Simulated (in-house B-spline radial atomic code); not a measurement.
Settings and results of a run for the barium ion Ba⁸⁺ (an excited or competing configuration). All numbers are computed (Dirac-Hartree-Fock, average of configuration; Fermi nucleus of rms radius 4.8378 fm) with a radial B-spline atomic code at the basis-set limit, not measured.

Command:
```bash
python run_scf.py task.json out
```
Settings (nuclear radius in fm, mass in u):
```
Z                56
configuration    1s2 2s2 2p6 3s2 3p6 3d10 4s2 4p6 4d10 5s2
hamiltonian      dirac
method           hf
spin_polarised   False
nucleus          fermi
rms_radius       4.8378
atomic_mass      137.90525
speed_of_light   137.035999084
```

Output (hartree, bohr):
```
 radial grid: 66 intervals, B-splines of order 8, outer radius 16.6667 bohr

 iter        energy (Eh)    residual
    1       -8089.230571    1.39e+00
    2       -8115.435157    5.72e-01
    3       -8120.050635    1.83e-01
    4       -8120.521892    6.36e-02
    5       -8120.570410    1.90e-02
    6       -8120.577521    1.47e-03
    7       -8120.577546    3.66e-04
    8       -8120.577547    2.49e-05
    9       -8120.577547    6.05e-07
   10       -8120.577547    2.85e-08

 total energy                     -8120.57755
 kinetic                            8668.9956
 electron-nucleus                 -19564.9325
 electron-electron                  2775.3594

 first-order corrections (not in the total)
   Gaunt                             7.3000
   retardation                      -0.7571
   frequency dependence             -0.0782
   self-energy                       5.0028
   Uehling                          -0.7153
   Wichmann-Kroll                    0.0180
   recoil                            0.0215

 orbital      occ     eigenvalue          <r>       <r^2>       <1/r>       r_max    small
 1s1/2      2.000     -1387.7977    0.0255742 0.000888136     60.6986     0.01643  4.28e-02
 2s1/2      2.000      -226.4823     0.109156   0.0141188      14.274     0.09291  9.27e-03
 2p1/2      2.000      -212.9966    0.0920253   0.0104324     14.2158     0.07115  9.26e-03
 2p3/2      4.000      -198.9164    0.0979756   0.0116958     12.9826     0.07619  8.74e-03
 3s1/2      2.000       -52.5096     0.290181   0.0963463     5.14805      0.2657  2.82e-03
 3p1/2      2.000       -46.8097     0.280623   0.0914964      5.0479      0.2529  2.75e-03
 3p3/2      4.000       -44.0187     0.292201   0.0990074     4.74547      0.2637  2.62e-03
 3d3/2      4.000       -34.1628     0.263394   0.0818681     4.59456      0.2132  2.48e-03
 3d5/2      6.000       -33.5763     0.267056   0.0840195     4.51696      0.2163  2.44e-03
 4s1/2      2.000       -14.0239      0.67138    0.507519     2.09479      0.6237  8.30e-04
 4p1/2      2.000       -11.8505     0.695445     0.54867     1.98619      0.6371  7.64e-04
 4p3/2      4.000       -11.2596         0.72    0.587785     1.89525      0.6598  7.26e-04
 4d3/2      4.000        -7.6545     0.780639    0.702408     1.68375      0.6877  5.95e-04
 4d5/2      6.000        -7.5519     0.789935    0.718935     1.65944      0.6958  5.83e-04
 5s1/2      2.000        -4.7303      1.48643     2.45428    0.891819       1.399  2.20e-04
```

Cost of the run: 0.77 s on 1 thread of Arm Neoverse V2, on a shared host.

For the Dirac Hamiltonian the kinetic term is c α·p + (β - 1)c².
